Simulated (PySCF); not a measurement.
Job file and geometry (Å, from GFN2-xTB) of an NMR shielding run on `CC[C@@H](C)[P@@H](=O)C(C)C`, C$_{7}$H$_{17}$OP, GIAO PBE0/pcSseg-1 NMR shielding, non-relativistic, gas phase in PySCF; density fitting, a coarse starting grid and PySCF grid level 2 are the driver's defaults:

```
$ OMP_NUM_THREADS=1 python probes_run.py task.json out

{"job": {"kind": "nmr", "xc": "PBE0", "basis": "pcSseg-1"}, "charge": 0, "multiplicity": 1}
C      2.817649     0.797721     0.910515
C      2.238166     0.845844    -0.495348
C      1.030838    -0.074584    -0.679117
C      1.346042    -1.552502    -0.496863
P     -0.303635     0.489218     0.461301
O     -0.482761     1.941543     0.509817
C     -1.854037    -0.429345     0.043786
C     -2.840934    -0.109141     1.159481
C     -2.357554     0.057830    -1.306954
H      3.181857    -0.196267     1.158919
H      2.053486     1.087218     1.631512
H      3.647173     1.495849     0.996572
H      3.007226     0.582797    -1.226851
H      1.911414     1.867725    -0.702125
H      0.639736     0.095170    -1.692192
H      1.530273    -1.782086     0.550118
H      2.231190    -1.822955    -1.070172
H      0.518608    -2.169616    -0.839973
H      0.025574    -0.088451     1.692828
H     -1.659376    -1.504553     0.017380
H     -2.984281     0.968812     1.219078
H     -3.805332    -0.580841     0.976854
H     -2.459853    -0.456166     2.119978
H     -2.387577     1.146725    -1.307280
H     -1.704364    -0.270035    -2.114156
H     -3.360575    -0.317297    -1.503833
```

Q: What does the program print?

A: 
```
coarse grid: 20856 points
cycle   1  E = -692.7040588275  dE =  1.051e+00  |g| = 9.804e-01  |ddm| = 4.362e+00
cycle   2  E = -692.1076518116  dE =  5.964e-01  |g| = 1.949e+00  |ddm| = 3.687e+00
cycle   3  E = -692.8878805883  dE = -7.802e-01  |g| = 2.603e-01  |ddm| = 3.055e+00
cycle   4  E = -692.9025812546  dE = -1.470e-02  |g| = 8.527e-02  |ddm| = 3.269e-01
cycle   5  E = -692.9043136562  dE = -1.732e-03  |g| = 1.162e-02  |ddm| = 7.564e-02
cycle   6  E = -692.9043416205  dE = -2.796e-05  |g| = 4.557e-03  |ddm| = 1.505e-02
cycle   7  E = -692.9043463504  dE = -4.730e-06  |g| = 8.271e-04  |ddm| = 4.365e-03
final grid: 192920 points
cycle   8  E = -692.9714502491  dE = -6.283e-05  |g| = 1.312e-02  |ddm| = 4.127e-02
cycle   9  E = -692.9714091566  dE =  4.109e-05  |g| = 1.920e-02  |ddm| = 2.885e-02
cycle  10  E = -692.9714889138  dE = -7.976e-05  |g| = 3.433e-03  |ddm| = 1.994e-02
cycle  11  E = -692.9714911863  dE = -2.273e-06  |g| = 2.079e-04  |ddm| = 3.295e-03
cycle  12  E = -692.9714911953  dE = -8.956e-09  |g| = 7.978e-05  |ddm| = 3.476e-04
cycle  13  E = -692.9714911966  dE = -1.336e-09  |g| = 2.933e-05  |ddm| = 9.296e-05
cycle  14  E = -692.9714911968  dE = -1.953e-10  |g| = 4.861e-06  |ddm| = 2.705e-05
converged SCF energy = -692.9714911968

GIAO shielding tensors (ppm)
atom      isotropic    diamagn.    paramagn.     s11        s22        s33       span
  0 C      176.727     249.703     -72.976    169.555    175.543    185.083     15.528
  1 C      160.869     248.421     -87.552    151.747    159.029    171.832     20.085
  2 C      152.913     259.265    -106.352    140.483    153.169    165.087     24.604
  3 C      174.948     250.728     -75.780    159.712    177.073    188.061     28.349
  4 P      300.101     969.249    -669.147    211.210    240.000    449.094    237.884
  5 O      275.715     397.422    -121.708    147.176    330.315    349.653    202.476
  6 C      158.323     256.369     -98.046    150.968    157.728    166.273     15.305
  7 C      167.620     247.604     -79.983    147.800    166.301    188.760     40.960
  8 C      173.085     249.372     -76.287    157.953    171.623    189.678     31.724
  9 H       30.774      30.909      -0.135     25.684     30.385     36.252     10.568
 10 H       30.325      31.371      -1.046     24.582     31.203     35.191     10.609
 11 H       30.626      27.741       2.886     25.919     27.219     38.741     12.821
 12 H       30.280      31.293      -1.014     24.939     28.890     37.011     12.072
 13 H       29.179      32.266      -3.087     24.696     28.315     34.526      9.830
 14 H       29.750      36.689      -6.938     26.161     28.403     34.688      8.527
 15 H       30.761      33.200      -2.439     27.328     29.116     35.840      8.512
 16 H       30.791      31.386      -0.595     25.979     28.121     38.274     12.295
 17 H       30.903      33.131      -2.228     25.025     30.613     37.072     12.047
 18 H       24.940      33.791      -8.851     21.735     24.694     28.391      6.656
 19 H       30.360      35.889      -5.529     26.143     29.684     35.252      9.109
 20 H       29.940      29.884       0.057     25.565     29.274     34.983      9.418
 21 H       30.483      28.905       1.579     25.730     28.010     37.710     11.980
 22 H       30.543      30.188       0.355     25.455     28.410     37.764     12.309
 23 H       30.121      31.415      -1.295     25.823     29.520     35.020      9.196
 24 H       30.723      32.560      -1.837     24.878     30.278     37.013     12.134
 25 H       30.774      30.043       0.731     25.817     28.453     38.052     12.235
```

Q: Turn these shieldings into chemical shifts. δ = σ(ref) − σ, references computed at the same level: ¹³C (σ = 186.93 ppm), ¹H (σ = 31.72 ppm) against TMS; ³¹P (σ = 318.38 ppm) against H3PO4; H2O for ¹⁷O (σ = 336.08 ppm).

A: Averaging equivalent atoms: C 2: 34.0; C 6: 28.6; C 1: 26.1; C 7: 19.3; C 8: 13.8; C 3: 12.0; C 0: 10.2; P 4: 18.3; O 5: 60.4; H 18: 6.78; H 13: 2.54; H 14: 1.97; H 12: 1.44; H 20/21/22: 1.39; H 19: 1.36; H 23/24/25: 1.18; H 9/10/11: 1.14; H 15/16/17: 0.90 ppm. Experimental scales use liquid or dissolved standards, which lie at an offset from isolated H2O (liquid H2O: subtract about 36 ppm) and H3PO4.

Size and cost of the density-fitted run: 245 basis functions, 57 s wall time on 1 thread of an Arm Neoverse V1, shared host; peak memory 1.2 GiB.
